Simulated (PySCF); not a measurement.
Species: B₂ClFH₂O.
Numbering: `[BH2:1][O:2][B:3]([F:4])[Cl:5]` (hydrogens: H6, H7 on B1)

Jobs on this species (7 atoms, 46 electrons) with PySCF (density fitting). Hardware of each: an Arm Neoverse V1 with one thread, no GPU (shared host). The host was shared with other jobs, so the times are rough. Peak memory is the resident size of the whole Python process, interpreter and libraries included.

```tsv
level and settings	work	basis functions	SCF cycles	wall time	peak memory
PBE0/def2-SVPD	6 singlets by full TDDFT, 2 Tamm–Dancoff triplets, polarisability	129	?	?	?
B3LYP/6-31++G**	spin–spin couplings from 6 perturbed nuclei	106	?	?	?
PBE0/pcseg-1	spin–spin couplings from 6 perturbed nuclei	84	13	6.7 s	0.38 GiB
PBE0/pcSseg-1	shieldings, charges and field gradients	102	13	5.9 s	0.43 GiB
CAM-B3LYP/pcSseg-1	shieldings	102	13	5.7 s	0.48 GiB
OPBE/def2-SVPD	12 singlets by full TDDFT, 5 Tamm–Dancoff triplets, polarisability, density and orbital grids written	129	14	13 s	0.43 GiB
CAM-B3LYP/def2-SVPD	12 singlets by TDA, polarisability	129	12	7.1 s	0.55 GiB
```

Question: Fill in the missing figures.

Answer: 
- PBE0/def2-SVPD; 6 singlets by full TDDFT, 2 Tamm–Dancoff triplets, polarisability: 7.7 s, 0.53 GiB, 14 SCF cycles
- B3LYP/6-31++G**; spin–spin couplings from 6 perturbed nuclei: 9.2 s, 0.45 GiB, 13 SCF cycles

Question: What do all jobs in the table cost together?

Answer: About 55 s; the longest takes about 24 % of that, and about 2.3 times as long as the shortest.
